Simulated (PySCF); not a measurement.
Polarisability and C₆ of Mo+ (molybdenum, charge +1)

[Kr] 4d5, high-spin 6S determinant. All numbers are calculated (PySCF 2.14, the spin-free X2C one-electron Hamiltonian (Gaussian nucleus), in aug-cc-pVTZ-DK (9s8p6d3f2g, 102 functions)). Coupled (time-dependent) response in atomic units; α is the mean over directions.

```tsv
method	mean α (bohr³)	C₆ (like pair)	S(−4)
BP86	22.55	148.5	319.6
```

S(−4) is the Cauchy moment in α(ω) = α(0) + S(−4) ω² + …

α(iu) at BP86:

| u (hartree) | α(iu) (bohr³) |
| --- | --- |
| 0 | 22.55 |
| 0.0500 | 21.80 |
| 0.100 | 19.96 |
| 0.200 | 15.79 |
| 0.300 | 12.66 |
| 0.500 | 8.845 |
| 0.750 | 6.206 |
| 1.00 | 4.633 |
| 1.50 | 2.879 |
| 2.00 | 1.954 |
| 3.00 | 1.056 |
| 5.00 | 0.4444 |

A single London oscillator, α(iu) = α/(1 + u²/ω²), gives C₆ = (3/4) ω α². Matching the computed C₆ needs ω = 4 × 148.5 / (3 × 22.55²) = 0.389 hartree.

For an ion, C₆ is the dispersion term alone; charge-induced terms of lower order in 1/R come first.
